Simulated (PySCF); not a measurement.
**Fe(22+): ionisation energy**

Fe(22+) [He] 2s2 → Fe(23+) [He] 2s1 [2s1/2^1, M_J = 1/2], as a difference of total energies. All numbers are calculated (PySCF 2.14, the two-component X2C-1e Hamiltonian, in an uncontracted even-tempered set (17 s from 6.1 bohr⁻², ratio 2.4; 11 p from 7.9 bohr⁻², ratio 2.4; 5 d from 26 bohr⁻², ratio 2.6; 4 f from 39 bohr⁻², ratio 2.6)). Correlated levels: nothing frozen; the 34 highest virtual spinors dropped. "Screened" scales the spin-orbit matrix elements by Boettger's factors to mimic the two-electron term; Breit and QED terms are absent.

| method | ionisation energy (eV) |
| --- | --- |
| GHF (screened spin-orbit) | 1944.3 |
| GMP2 (screened spin-orbit) | 1948.8 |

Q: How much does correlation contribute at GMP2 (screened spin-orbit)?

A: 1948.8 − (1944.3) = 4.5 eV, measured against GHF (screened spin-orbit).

For comparison: 1950.4 ± 1.8 eV (semi-empirical (NIST evaluation); NIST Atomic Spectra Database, ionization energies).
